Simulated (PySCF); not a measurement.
One averaged value for each set of equivalent atoms, isolated molecule, a single conformation, non-relativistic. GFN2-xTB geometry; σ from GIAO-PBE0/pcSseg-1; PySCF 2.14.0 with density-fitted response routines.

References, each an isolated molecule treated in the same way: 1H (31.72 ppm) and 13C (186.93 ppm) vs TMS. Shifts are as computed. Against solution values, carbons near 30 ppm lie about +3 ppm off and those near 130 ppm about +5 ppm; carbons on Cl a further +6 ppm. Of 1211 compounds with measured shifts, 218 miss one by over three times the rms of a fit or turn the order of signals round; such compounds aren't used in these exercises. Carbons bonded to Cl come out too deshielded. OH and NH positions are gas-phase values without hydrogen bonding to other molecules.

Q: Order these molecules by the shift of their most shielded carbon-bound hydrogen, lowest δ first.
A. O=C1C=C([SiH2]F)C1
B. CC(C)(C)C1=CCOC1
C. Clc1ncccn1
D. C=N[SiH2]F

A: B (1.14 ppm, hydrogen on a methyl carbon), A (3.68 ppm, hydrogen on an sp3 CH2 α to a carbonyl), C (7.12 ppm, hydrogen on an aromatic CH), D (8.75 ppm, hydrogen on a C=N carbon).

Q: Order these molecules by the shift of their most deshielded carbon-bound hydrogen, lowest δ first.
A. CC(C)(C)C1=CCOC1
B. C[C@@H](O)C(=O)OC(C)(C)C
C. O=C1C=C([SiH2]F)C1
D. C=N[SiH2]F

A: B (4.25 ppm, hydrogen on an sp3 CH bonded to O, α to a carbonyl), A (5.48 ppm, hydrogen on an alkene CH), C (6.62 ppm, hydrogen on an α carbon of a C=C–C=O unit), D (8.88 ppm, hydrogen on a C=N carbon).

Q: How many 13C and 1H signals does each give (equivalence by symmetry and fast rotation, but not about amide C–N or C=N bonds)? `O=C1C=C([SiH2]F)C1`, `Clc1ncccn1`, `C=N[SiH2]F`, `C[C@@H](O)C(=O)OC(C)(C)C`, `CC(C)(C)C1=CCOC1`

A: O=C1C=C([SiH2]F)C1: 4 C, 3 H; Clc1ncccn1: 3 C, 2 H; C=N[SiH2]F: 1 C, 3 H; C[C@@H](O)C(=O)OC(C)(C)C: 5 C, 4 H; CC(C)(C)C1=CCOC1: 6 C, 4 H.
